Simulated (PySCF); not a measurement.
C₉H₁₀O.
Numbering: `[CH2:1]=[CH:2][c:3]1[cH:4][c:5]([CH3:6])[cH:7][cH:8][c:9]1[OH:10]` (hydrogens: H11, H12 on C1; H13 on C2; H14 on C4; H15, H16, H17 on C6; H18 on C7; H19 on C8; H20 on O10)

The same species was optimised twice, with GFN2-xTB and with PBE0-D3(BJ)/def2-SVP (PySCF), and the same property calculations (PySCF, gas phase) were run on both structures.

```tsv
coordinate	GFN2-xTB	PBE0-D3(BJ)/def2-SVP	change
C1=C2 (Å)	1.326	1.339	+0.013
C9–O10 (Å)	1.362	1.351	-0.011
C5–C7 (Å)	1.391	1.402	+0.011
C4–C5 (Å)	1.384	1.393	+0.009
C7–C8 (Å)	1.379	1.388	+0.009
C3–C4 (Å)	1.394	1.403	+0.009
C3–C9 (Å)	1.402	1.409	+0.007
C8–C9 (Å)	1.390	1.396	+0.006
C2–C3 (Å)	1.463	1.468	+0.005
C5–C6 (Å)	1.500	1.502	+0.002
C1–C2–C3 (°)	125.0	126.3	+1.3
C2–C3–C4 (°)	120.8	122.0	+1.2
C2–C3–C9 (°)	121.0	119.8	-1.2
C4–C5–C7 (°)	118.4	117.6	-0.8
C3–C9–O10 (°)	123.0	122.4	-0.6
C5–C7–C8 (°)	120.8	121.3	+0.5
C8–C9–O10 (°)	117.2	117.7	+0.5
C6–C5–C7 (°)	120.7	121.1	+0.4
C1–C2–C3–C4 (°)	-32	-32	0
```

Rotational constants: A = 1910, B = 1178, C = 738.4 MHz (GFN2-xTB) against A = 1917, B = 1152, C = 729.1 MHz (PBE0-D3(BJ)/def2-SVP). Point groups within 0.08 Å: C1 and C1.

On the GFN2-xTB structure: HOMO (eV) -6.22 [PBE0/pcSseg-1]; LUMO (eV) -0.99 [PBE0/pcSseg-1]; dipole (D) 1.33 [PBE0/pcSseg-1]; GIAO shielding of C1 (ppm) 63.2 [PBE0/pcSseg-1]; GIAO shielding of C2 (ppm) 49.8 [PBE0/pcSseg-1]; GIAO shielding of C3 (ppm) 59.5 [PBE0/pcSseg-1]; GIAO shielding of C4 (ppm) 54.2 [PBE0/pcSseg-1]; GIAO shielding of C5 (ppm) 52.9 [PBE0/pcSseg-1]; GIAO shielding of C6 (ppm) 163.7 [PBE0/pcSseg-1]; GIAO shielding of C7 (ppm) 50.4 [PBE0/pcSseg-1]; GIAO shielding of C8 (ppm) 66.1 [PBE0/pcSseg-1].

Task: What do these properties become on the PBE0-D3(BJ)/def2-SVP structure?

Result: 
```
                                    property          level  on GFN2-xTB  on PBE0-D3(BJ)/def2-SVP  change
                                   HOMO (eV)  PBE0/pcSseg-1        -6.22                    -6.21   +0.01
                                   LUMO (eV)  PBE0/pcSseg-1        -0.99                    -1.07   -0.08
                                  dipole (D)  PBE0/pcSseg-1         1.33                     1.29   -0.04
energy, GFN2-xTB geometry as zero (kcal/mol)  PBE0/pcSseg-1          0.0                     -0.6    -0.6
                  GIAO shielding of C1 (ppm)  PBE0/pcSseg-1         63.2                     59.9    -3.3
                  GIAO shielding of C2 (ppm)  PBE0/pcSseg-1         49.8                     47.8    -2.0
                  GIAO shielding of C3 (ppm)  PBE0/pcSseg-1         59.5                     58.3    -1.2
                  GIAO shielding of C4 (ppm)  PBE0/pcSseg-1         54.2                     52.0    -2.2
                  GIAO shielding of C5 (ppm)  PBE0/pcSseg-1         52.9                     51.5    -1.4
                  GIAO shielding of C6 (ppm)  PBE0/pcSseg-1        163.7                    162.1    -1.6
                  GIAO shielding of C7 (ppm)  PBE0/pcSseg-1         50.4                     47.4    -3.0
                  GIAO shielding of C8 (ppm)  PBE0/pcSseg-1         66.1                     64.5    -1.6
```

The heavy atoms differ by 0.026 Å rms after alignment. Among bonds between heavy atoms C1=C2 changes most (+0.013 Å). Changes are differences of the printed values. Neither structure is proved a minimum here.

Shape of the structure used: `[CH2:1]=[CH:2][c:3]1[cH:4][c:5]([CH3:6])[cH:7][cH:8][c:9]1[OH:10]`: C1–C2–C3–C4 -32°, H–O10–C9–C8 169°.
